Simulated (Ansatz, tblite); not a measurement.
Removing and adding an electron: Al(OH)3 (AlO₃H₃). Total charge 0; singlet. Geometry: PBE-D4/def2-TZVP. Ansatz, gas phase; energy differences of separate SCF runs; the oxidised species was run as a doublet alone; the reduced species was run as a doublet alone.

Cartesian coordinates in Å:
```
Al 0.0001 0.0000 -0.0005
O -0.2091 1.5463 0.6924
H -1.0969 1.8841 0.8738
O 1.5716 -0.5883 -0.3160
H 2.3460 -0.0490 -0.1044
O -1.3620 -0.9582 -0.3765
H -1.2496 -1.8350 -0.7688
```

The xTB rows come from tblite. Correlated methods freeze 8 core orbitals. In CCSD on the charge 1 doublet the largest single amplitude is 0.26, so its Hartree–Fock determinant may place the open shell otherwise than the density functionals do.

```tsv
level	−HOMO (eV)	vertical IE (eV)	−LUMO (eV)	vertical EA (eV)	HOMO–LUMO gap (eV)	IE − EA (eV)	remarks
GFN1-xTB	13.58	17.24	6.96	3.49	6.62	13.76	–
GFN2-xTB	12.48	16.00	6.74	3.21	5.74	12.79	–
HF/def2-TZVPP	–	10.54	–	–	–	–	–
PBE-D4/def2-TZVPD	7.42	–	1.75	-0.03	5.67	–	HOMO above zero (-1 doublet)
r2SCAN-D4/def2-TZVPD	7.77	–	1.20	-0.22	6.57	–	HOMO above zero (-1 doublet)
PBE0-D4/def2-TZVP	9.00	11.32	0.54	–	8.46	–	–
PBE0-D4/def2-TZVPD	9.11	–	0.99	-0.20	8.12	–	HOMO above zero (-1 doublet)
MP2/def2-TZVPP	–	12.36	–	–	–	–	–
CCSD/def2-TZVPP	–	11.99	–	–	–	–	–
CCSD(T)/def2-TZVPP	–	12.03	–	–	–	–	–
```

Run but left out: PBE-D4/def2-TZVP, r2SCAN-D4/def2-TZVP (charge +1 doublet: an occupied level 0.18 to 0.20 eV above an empty one).   A HOMO above zero means that the electron is unbound at that level or that self-interaction error raises the level; the energy of removing that electron tells which. Raw xTB energy differences between charge states are shifted by several eV; the methods need an empirical correction for them. A negative affinity means that the extra electron isn't bound; its size then hangs on the basis.
